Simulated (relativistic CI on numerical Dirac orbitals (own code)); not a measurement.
# Gd4+: 4f valence photoemission

Computed with this model: Dirac-Coulomb-Breit CI, separate exchange-only KLI orbitals for each configuration, a model potential for QED, valence Slater integrals scaled by 0.9, multiplet model of photoemission in the sudden approximation; configurations [Xe] 4f6 → [Xe] 4f5; 80 K; Lorentzian 0.1 eV and Gaussian 0.3 eV FWHM. Energies are those of the free ion, without screening or charge transfer. The energies are binding energies and can lie tens of eV above those of solids. S is read from ⟨S²⟩ = S(S + 1).

free ion: ground-state S = 2.93, centroid 63.73 eV. Peaks (eV, height): 62.7 (100), 63.9 (71), 66.6 (11), 67.4 (16).

Strongest unbroadened transitions for free ion:

```tsv
Energy (eV)	Relative strength
62.63	83.7
62.83	100.0
63.88	86.9
64.04	22.4
65.43	0.1
65.82	0.1
66.21	0.3
66.61	15.8
67.16	0.6
67.20	0.1
67.37	23.1
67.64	0.1
67.67	1.4
68.04	0.4
68.19	4.3
68.63	0.0
69.31	0.0
72.07	0.1
```
